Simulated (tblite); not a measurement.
Q: Give a GFN2-xTB geometry of `C[C@@H]1[CH]C(C(N)=O)=C1` [radical]. (Doublet state.)

A: 
```
atom  x, y, z in Å
C1    -2.359    0.403   -0.697
C2    -0.949   -0.008   -1.092
C3    -0.360   -1.192   -0.344
C4     0.644   -0.389    0.195
C5     1.768   -0.695    1.102
N6     2.545    0.378    1.398
O7     1.989   -1.801    1.548
C8     0.188    0.766   -0.445
H9    -3.078   -0.333   -1.049
H10   -2.441    0.477    0.385
H11   -2.608    1.369   -1.132
H12   -0.870   -0.086   -2.180
H13   -0.637   -2.220   -0.253
H14    3.334    0.253    2.010
H15    2.356    1.289    1.023
H16    0.470    1.799   -0.481
```

Orientation and origin are arbitrary. Atoms count from 1 in this order. Of the pairs four or more bonds apart, C8···H15 is among the closest relative to their van der Waals radii: 2.67 Å, 92 % of the sum of Bondi's values. C4 (carbon bonded to 3 C) is planar (angles 134.5°, 131.8° and 93.7°, sum 360.0°, 0.00 Å off the plane of its three neighbours). C5 (carbon bonded to C, N and O) is planar (angles 123.6°, 122.5° and 113.9°, sum 360.0°, 0.00 Å off the plane of its three neighbours). C3 (carbon bonded to 2 C and H) is planar (angles 135.1°, 133.7° and 91.2°, sum 360.0°, 0.01 Å off the plane of its three neighbours).

Bonds between heavy atoms (Å): C1–C2 1.521, C2–C3 1.519, C3–C4 1.393, C4–C5 1.477, C5–N6 1.358, C5=O7 1.213, C4=C8 1.397, C2–C8 1.519.

Structure optimised with GFN2-xTB, isolated species. This method treats the open shell by occupation alone, without spin polarisation.

Point group: C1 (no symmetry element, even within 0.4 Å). Its GFN2-xTB frequencies are all real (lowest 36 cm⁻¹). Torsions: C3–C4–C5–N6 180°, C4–C5–N6–H 180° and 0°. 3 starts were optimised and ended at 0.00, 0.02 and 0.05 kcal/mol (GFN2-xTB); the lowest of these is shown.

One conformer stands for the species.

All values are computed, not measured.
